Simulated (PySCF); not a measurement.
A computed series MF3(NH3)

Computed with PySCF 2.14.0, PBE0, def2-SVP on the ligands, density fitting, scalar-relativistic core potentials, no spin-orbit coupling, vacuum. Each member is relaxed from one template within its symmetry. Distances are means of the shortest metal–ligand contacts, charges and spins Mulliken's; removal energies are rigid, with the ligand's formal charge and no counterpoise, so too large; for an anion taken off a cation in vacuum most of it is the attraction of opposite charges, and multiply charged cations can part far more cheaply with an electron moved from ligand to metal. lcecp potentials hold a fixed number of 4f electrons in the core, out of states, spins and gaps.

```
metal      basis on the metal  point group  M–F (Å)  M–NH3 (Å)  charge on M (e)  dipole (D)  removal of one F (eV)  strongest infrared band, degenerate modes summed (cm⁻¹)  unstable modes (below −25 cm⁻¹)
    Y     def2-SVP with ECP28          C3v    2.014      2.467             1.08        5.12                  11.22                                                      630                                0
   Ce  lcecp-1-SVP with ECP47          C3v    2.135      2.664             1.26        4.74                  10.59                                                      536                                0
   Pm  lcecp-1-SVP with ECP50          C3v    2.091      2.599             1.20        5.69                  10.78                                                      552                                0
   Gd  lcecp-1-SVP with ECP53          C3v    2.057      2.537             1.18        5.70                  10.97                                                      560                                0
   Ho  lcecp-1-SVP with ECP56          C3v    2.021      2.483             1.15        5.95                  11.15                                                      564                                0
   Bi     def2-SVP with ECP60           C1    2.039      2.662             1.33        6.83                  10.13                                                     1090                                0
```

Task: A further member has point group C3v, M–F (Å) 1.989, M–NH3 (Å) 2.434, charge on M (e) 1.14, dipole (D) 5.97, removal of one F (eV) 11.32, strongest infrared band, degenerate modes summed (cm⁻¹) 571, unstable modes (below −25 cm⁻¹) 0. Which metal is it?

Result: Yb, lcecp-1-SVP with ECP59. This is one of several that fit.

From Ce to Yb the M–F distance shrinks by 0.15 Å, the lanthanide contraction, and the energy to remove one F rises by 0.72 eV.

Moved off a saddle point of the template and relaxed again: Bi. One start shape was tried for each, so a minimum needn't be the lowest isomer.
